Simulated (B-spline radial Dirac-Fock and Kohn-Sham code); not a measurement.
## Core-level shifts of thallium with charge state

These are calculated numbers from a radial atomic solver; the model is ΔSCF Dirac-Fock with Breit, self-energy and vacuum polarisation, finite nucleus, configuration average. Each ion is free and in its tabulated ground configuration. Correlation and solid-state effects are left out.

Reference: Tl⁶⁷⁺, [Ne] 3s2 3p2, with 1s 91466.3 eV, 2s 20985.7 eV. Shifts from it, in eV (a dash: the subshell is empty, belongs to an open shell averaged over j, or its hole state is left out as unreliable):

```csv
ion,configuration,1s,2s
Tl⁶⁸⁺,[Ne] 3s2 3p1,?,?
Tl⁶⁹⁺,[Ne] 3s2,+462.5,+385.4
Tl⁷⁰⁺,[Ne] 3s1,–,–
Tl⁷¹⁺,[He] 2s2 2p6,+914.7,+754.2
Tl⁷²⁺,[He] 2s2 2p5,+1458.8,+1099.2
Tl⁷³⁺,[He] 2s2 2p4,+2008.4,+1447.0
```

Problem. Give the missing shifts for Tl⁶⁸⁺.

Solution. 1s +230.2, 2s +192.0 (eV).
